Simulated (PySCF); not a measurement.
Identify the unknown among the candidates.

All candidates are C4H8O3.

| technique | computed result |
| --- | --- |
| Dipole | 0.38 D [CAM-B3LYP/def2-SVPD] |
| 13C NMR | chemical shifts (computed TMS as zero) by class: 163.5 (1 C), 66.3 (1 C), 55.4 (1 C), 16.4 (1 C) ppm [GIAO PBE0/pcSseg-1] |
| NMR, other nuclei | isotropic shieldings of nuclei other than C and H, by class: 37 (1 O), 165 (1 O), 192 (1 O) ppm [GIAO PBE0/pcSseg-1] |
| Triplet | lowest triplet excitation (Tamm–Dancoff): 6.76 eV [TDA CAM-B3LYP/def2-SVPD] |
| Rotational structure | rotational constants A, B, C: 7.195, 1.503, 1.389 GHz [GFN2-xTB] |
| Couplings | largest of the computed one-bond spin–spin couplings (means over like bonds): 13C–1H +152.9 (×2), 13C–1H +151.3 (×3), 13C–1H +134.0 (×3), 13C–13C +36.6, 17O–13C +27.7, 17O–13C +20.4, 17O–13C +19.6, 17O–13C +18.8 Hz [B3LYP/pcJ-1, spin–dipole term left out] |
| UV, first state | lowest singlet excitation: 7.19 eV (172 nm, f = 0.000) [TDDFT CAM-B3LYP/def2-SVPD] |
| Polarisability | 60.8 au [CAM-B3LYP/def2-SVPD] |
| UV, strongest line | among the 8 lowest singlet transitions: S5 at 8.82 eV (141 nm, f = 0.249) [TDDFT CAM-B3LYP/def2-SVPD] |

Electronic properties: PySCF, gas phase, density fitting. Levels stand in brackets. Isolated species at its GFN2-xTB geometry (one conformer only). NMR values are class means; diastereotopic atoms form classes of their own.

Question: Which candidate is it?
A. `COCOC(C)=O`
B. `C[C@@H](CO)OC=O`
C. `CCOC(=O)OC`

Answer: C. It is `CCOC(=O)OC`. Numbering: `[CH3:1][CH2:2][O:3][C:4](=[O:5])[O:6][CH3:7]`. Its formula, C4H8O3, gives 1 degree of unsaturation: 0 rings and 1 π bond in the structure found. 4 carbons fall into 4 classes; from least to most shielded: carbonate carbon [C4] (163.5 ppm), sp3 carbon bound to oxygen [C2] (66.3 ppm), methoxy carbon [C7] (55.4 ppm), methyl carbon [C1] (16.4 ppm). The other shieldings belong to: 37 ppm, carbonate carbonyl oxygen [O5]; 165 ppm, oxygen singly bound to a carbonyl carbon [O3]; 192 ppm, oxygen singly bound to a carbonyl carbon [O6]. The couplings run between: +152.9 Hz, sp3 carbon bound to oxygen [C2] and its hydrogen (with 1 like pair); +151.3 Hz, methoxy carbon [C7] and its hydrogen (with 2 like pairs); +134.0 Hz, methyl carbon [C1] and its hydrogen (with 2 like pairs); +36.6 Hz, methyl carbon [C1] and sp3 carbon bound to oxygen [C2]; +27.7 Hz, carbonate carbonyl oxygen [O5] and carbonate carbon [C4]; +20.4 Hz, oxygen singly bound to a carbonyl carbon [O3] and sp3 carbon bound to oxygen [C2]; +19.6 Hz, oxygen singly bound to a carbonyl carbon [O6] and methoxy carbon [C7]; +18.8 Hz, oxygen singly bound to a carbonyl carbon [O3] and carbonate carbon [C4]. The optimised geometry has point group C1 and is an asymmetric top.

The others, at the same levels:
- `COCOC(C)=O` fails: its computed 13C shifts are 175.2 (1 C), 97.9 (1 C), 59.1 (1 C), 23.0 (1 C) ppm, rotational constant A is 6.338 GHz (against 7.195 GHz) and smallest rotational constant is 1.240 GHz (against 1.389 GHz).
- `C[C@@H](CO)OC=O` fails: its computed lowest singlet excitation is 5.93 eV (209 nm, f = 0.002) (against 7.19 eV), lowest triplet excitation (Tamm–Dancoff) is 5.38 eV (against 6.76 eV) and strongest line among the 8 lowest singlet transitions is S5 at 8.30 eV (149 nm, f = 0.118) (against S5 at 8.82 eV).

Each candidate is one conformer, not necessarily the lowest. Dipoles, sizes and rotational constants follow the conformer. The torsions of the flexible species, by atom-mapped SMILES:
- `[CH3:1][CH2:2][O:3][C:4](=[O:5])[O:6][CH3:7]`: C1–C2–O3–C4 -80°, C2–O3–C4–O5 -2°, O3–C4–O6–C7 180°
- `[CH3:1][O:2][CH2:3][O:4][C:5]([CH3:6])=[O:7]`: C1–O2–C3–O4 -69°, O2–C3–O4–C5 -178°, C3–O4–C5–C6 179°
- `[CH3:1][C@@H:2]([CH2:3][OH:4])[O:5][CH:6]=[O:7]`: C1–C2–C3–O4 54°, C1–C2–O5–C6 161°, C2–O5–C6–O7 0°, H–O4–C3–C2 175°
